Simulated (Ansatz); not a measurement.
All numbers were calculated with Ansatz.

Basis-set series for `[SiH3][GaH][O][SbH2]`. Total charge 0; spin multiplicity 1. Sb takes the def2 core potential. Geometry: relaxed with PBE0-D4/def2-TZVP. It is one conformer, not always the lowest.

```xyz
10

Si   -0.3084   -0.6432   -1.4520
Ga   -1.4010    0.4751    0.3896
O    -0.4088    0.8179    1.8425
Sb    1.4797    0.4489    2.1816
H    -1.1958   -0.6721   -2.6475
H     0.9555    0.0487   -1.8241
H     0.0188   -2.0496   -1.0885
H    -2.8843    0.9586    0.5442
H     2.1132    1.4945    0.9667
H     1.6310   -0.8788    1.0874
```

```csv
functional,basis,functions,energy (Eh),HOMO (eV),LUMO (eV)
PBE0-D4,def2-TZVPP,255,-2533.03781,-7.26,-1.65
PBE0-D4,def2-QZVPP,478,-2533.09858,-7.27,-1.68
ωB97M-V,def2-TZVPP,255,-2533.28208,-9.38,0.08
ωB97M-V,def2-QZVPP,478,-2533.34084,-9.39,-0.05
```

(1) Give the rows for def2-SVP. (Best estimate.)

Results:

(1) The calculation gave: 
```csv
functional,basis,functions,energy (Eh),HOMO (eV),LUMO (eV)
PBE0-D4,def2-SVP,120,-2532.58000,-7.19,-1.56
ωB97M-V,def2-SVP,120,-2532.82030,-9.27,0.21
```

Positive LUMOs are unbound and depend on the basis. Scalar relativity is left out up to krypton.
